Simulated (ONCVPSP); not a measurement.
# lutetium (Lu) ONCV: all-electron and pseudo phase curves

ONCVPSP 4.0.1 input, shortened (lines: element, Z, core and valence counts, functional; n l f; lmax; l rc ep ncon nbas qcut; lloc lpopt rc5 dvloc0; l nproj debl; icmod fcfact rcfact), PBEsol, scalar-relativistic:

```
  Lu 71.00    9    5  -116133      upf
    1    0    2.00
    2    0    2.00
    2    1    6.00
    3    0    2.00
    3    1    6.00
    3    2   10.00
    4    0    2.00
    4    1    6.00
    4    2   10.00
    4    3   13.00
    5    0    2.00
    5    1    6.00
    5    2    2.00
    6    0    2.00
    3
    0    1.90    0.00    3    8    7.70
    1    1.50    0.00    4    7    5.30
    2    2.40    0.00    5   10    6.10
    3    1.15    0.00    4    8   16.30
    4    4    0.75    3.00
    0    2    3.40
    1    3    1.30
    2    2    3.70
    3    3    4.00
    1    0.20    0.00
```

The phase is arctan(r·R′/R) of the radial function R(r), unwrapped; energies in Ha, scanned from -4 to 5 Ha. A pole is an energy at which the radial function vanishes at the test radius. The pseudo phase is shifted by a multiple of π to meet the all-electron one at the reference energy, and phase errors are pseudo minus all-electron; the curves can meet again beyond the range given. Levels narrower than the energy grid can be missing from the lists of poles.

Question: For each channel, where are the poles, and over which energies does the pseudopotential scatter like the atom?

Answer:

```csv
channel,radius (bohr),reference energy (Ha),"poles, all-electron","poles, pseudo",unbroken range about the reference energy with phases within 0.05 rad,phase error 1 Ha above the reference energy (rad)
s,1.93,-0.18,"-2.11, 4.88","-2.11, 4.81",the whole range,-0.000
p,1.52,-1.28,0.80,0.80,the whole range,+0.000
d,2.44,-0.10,"0.47, 4.47","0.47, 4.47",the whole range,-0.000
f,1.17,-0.62,0.06,0.06,the whole range,-0.000
```

Note: ghosts flagged at negative energy: s at -110.0 eV; GHOST(+) flagged for p at 321.6 eV. A true bound ghost makes a file unfit for plane-wave use.

Phases in the d channel:

| E (Ha) | all-electron | pseudo |
| --- | --- | --- |
| -3.98 | 1.397 | 1.397 |
| -3.74 | 1.390 | 1.390 |
| -3.50 | 1.382 | 1.382 |
| -3.26 | 1.374 | 1.374 |
| -3.02 | 1.364 | 1.364 |
| -2.78 | 1.352 | 1.352 |
| -2.54 | 1.339 | 1.339 |
| -2.30 | 1.322 | 1.322 |
| -2.06 | 1.302 | 1.302 |
| -1.82 | 1.276 | 1.276 |
| -1.58 | 1.242 | 1.242 |
| -1.34 | 1.195 | 1.194 |
| -1.10 | 1.121 | 1.121 |
| -0.86 | 0.992 | 0.992 |
| -0.62 | 0.709 | 0.708 |
| -0.38 | -0.046 | -0.046 |
| -0.14 | -0.964 | -0.964 |
| 0.10 | -1.340 | -1.340 |
| 0.34 | -1.510 | -1.510 |
| 0.58 | -1.617 | -1.617 |
| 0.82 | -1.705 | -1.705 |
| 1.06 | -1.798 | -1.799 |
| 1.30 | -1.924 | -1.925 |
| 1.54 | -2.143 | -2.144 |
| 1.78 | -2.628 | -2.633 |
| 2.02 | -3.509 | -3.513 |
| 2.26 | -4.079 | -4.081 |
| 2.50 | -4.322 | -4.323 |
| 2.74 | -4.446 | -4.446 |
| 2.98 | -4.521 | -4.521 |
| 3.22 | -4.572 | -4.572 |
| 3.46 | -4.610 | -4.610 |
| 3.70 | -4.640 | -4.640 |
| 3.94 | -4.666 | -4.666 |
| 4.18 | -4.688 | -4.688 |
| 4.42 | -4.708 | -4.708 |
| 4.66 | -4.728 | -4.728 |
| 4.90 | -4.747 | -4.748 |
